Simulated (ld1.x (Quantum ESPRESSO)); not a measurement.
# Ga (Z = 31): one change to an ultrasoft potential, before and after

ld1.x (Quantum ESPRESSO) 7.5 input, shortened:

```
&input
   title='Ga', zed=31., rel=1, dft='PZ', iswitch=3,
   config='[Ar] 3d10 4s1.5 4p1.5'
 /
 &inputp
   pseudotype=3, tm=.true., lloc=-2, rcloc=1.05,
   nlcc=.true., new_core_ps=.true.,
   which_augfun='PSQ', rmatch_augfun_nc=.true.
 /
6
4S  1  0   1.50   0.00  1.25  1.75  0.0
4S  1  0   0.00   0.80  1.25  1.75  0.0
4P  2  1   1.50   0.00  1.85  2.20  0.0
4P  2  1   0.00   0.20  1.85  2.20  0.0
3D  3  2  10.00   0.00  1.00  1.40  0.0
3D  3  2   0.00  -0.90  1.00  1.40  0.0
 &test
   configts(1)='3d10 4s1.5 4p1.5'
 /
```

All-electron outer shells of the reference configuration (LDA (PZ), scalar-relativistic, ld1.x):

```csv
shell,level (eV),outermost node (bohr),outermost maximum (bohr)
3s,-148.42,0.27,0.56
3p,-99.64,0.24,0.56
3d,-20.36,–,0.53
4s,-9.75,0.81,1.87
4p,-3.14,0.87,2.47
```

Change: waves 3d (bound): rcut 1.00, rcutus 1.32 bohr; 3d channel at -0.9 Ry: rcut 1.00, rcutus 1.32 bohr.

Cutoffs: the cutoffs (Ry, on a coarse ladder) from which the occupation-weighted sum of valence levels, in a spherical-Bessel basis at the reference potential, stays within 10 and 1 mRy of its value at 400 Ry; they do not see the model core or the augmentation charge, which bear on the density cutoff. Errors are all-electron minus pseudo energies relative to the spin-unpolarised reference configuration.

Q: What does the change do?

A: The potential gets harder (55 Ry and 100 Ry → 80 Ry and 140 Ry); the errors of the 9 common tests hardly move; neither file shows a bound ghost. A smaller radius makes the pseudo-wave follow the all-electron one further in, where it bends more sharply, so more plane waves are needed.

| quantity | base | changed |
| --- | --- | --- |
| cutoff, loose | 55 Ry | 80 Ry |
| cutoff, tight | 100 Ry | 140 Ry |
| loose cutoff by channel (10 mRy a level) | s 8 Ry, p 6 Ry, d 45 Ry | s 8 Ry, p 6 Ry, d 55 Ry |
| bound ghosts | none | none |
| error for 3d10 4s2 4p1, meV [ΔE -3.26 eV] | +0.5 | +0.5 |
| error for 3d10 4s2 4p0, meV [ΔE 2.63 eV] | -2.3 | -2.2 |
| error for 3d10 4s1 4p0, meV [ΔE 24.13 eV] | -8.0 | -7.8 |
| error for 3d9 4s2 4p1, meV [ΔE 24.70 eV] | -174 | -154 |
| error for 3d9 4s2 4p2, meV [ΔE 17.14 eV] | -204 | -182 |
| error for 3d10 4s2 4p0.5, meV [ΔE -1.14 eV] | -0.3 | -0.2 |
| error for 3d10 4s2 4p1.3, meV [ΔE -3.84 eV] | +0.6 | +0.6 |
| error for 3d10 4s1.5 4p1.5 (spin-polarised), meV [ΔE -0.58 eV] | -0.5 | -0.5 |
| error for 3d10 4s2 4p1 (spin-polarised), meV [ΔE -3.40 eV] | +0.4 | +0.4 |
| s: phases at 2.39 bohr within 0.05 rad from the reference energy up to (Ry; the scan ends near 5) | 3.1 | 3.1 |
| p: phases at 2.39 bohr within 0.05 rad from the reference energy up to (Ry; the scan ends near 5) | 4.5 | 4.5 |
| d: phases at 2.39 bohr within 0.05 rad from the reference energy up to (Ry; the scan ends near 5) | to the end of the scan | to the end of the scan |
| lowest overlap eigenvalue by channel | s 0.41, p 0.57, d 1.00 | s 0.41, p 0.57, d 1.00 |
